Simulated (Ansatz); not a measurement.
**A geometry optimisation of C6H9Cl2+ with B3LYP-D3(BJ)/def2-SVP**

The starting geometry of this gas-phase singlet was optimised with GFN2-xTB.

```xyz
17

C     0.2430   -1.0692   -1.8587
C    -0.2781   -0.4630   -0.6149
C     0.3913    0.5094    0.0062
C    -0.0598    1.1640    1.2588
C     1.6860    0.9895   -0.6039
C     1.5128    1.5177   -2.0160
Cl    0.6306    0.2649   -3.0614
Cl    3.0529    1.8642   -2.8095
H     1.1858   -1.6023   -1.7243
H    -0.4802   -1.7000   -2.3716
H    -1.2258   -0.8214   -0.2484
H    -0.2074    2.2309    1.0988
H     0.7002    1.0547    2.0307
H    -0.9878    0.7313    1.6188
H     2.1003    1.8089   -0.0125
H     2.4218    0.1805   -0.6070
H     0.8656    2.3961   -2.0695
```

Predict what becomes of its bonds when it is optimised with B3LYP-D3(BJ)/def2-SVP.

A bond breaks, leaving `C=C[C+](C)CC(Cl)Cl`. Contacts that open: C1–Cl7 (1.84 → 3.17 Å).

The energy falls by 0.40 eV over 26 steps:

```
step  E − E(last) (eV)
   1             0.395
   4             0.200
   7             0.172
   9             0.125
  12             0.023
  15             0.004
  18             0.000
  20             0.000
  23             0.000
  26             0.000
```

Final geometry (Å):

```xyz
17

C     0.1587   -1.5792   -1.4753
C    -0.2727   -0.7431   -0.4808
C     0.4430    0.4063   -0.0731
C    -0.1074    1.2734    0.9830
C     1.7197    0.8220   -0.7094
C     1.5174    1.7911   -1.9209
Cl    0.5798    1.0259   -3.2391
Cl    3.1151    2.3191   -2.4795
H     1.1365   -1.4839   -1.9510
H    -0.4783   -2.3978   -1.8260
H    -1.2434   -0.9295   -0.0134
H     0.0425    2.3416    0.7484
H     0.5014    1.1010    1.8971
H    -1.1571    1.0664    1.2257
H     2.3236    1.3864    0.0166
H     2.3155   -0.0270   -1.0671
H     0.9568    2.6838   -1.6197
```

No frequencies were run, so the end isn't proven a minimum. Run with Ansatz 0.2.0, 85 s on 4 threads of Arm Neoverse V2, with other jobs on the host.
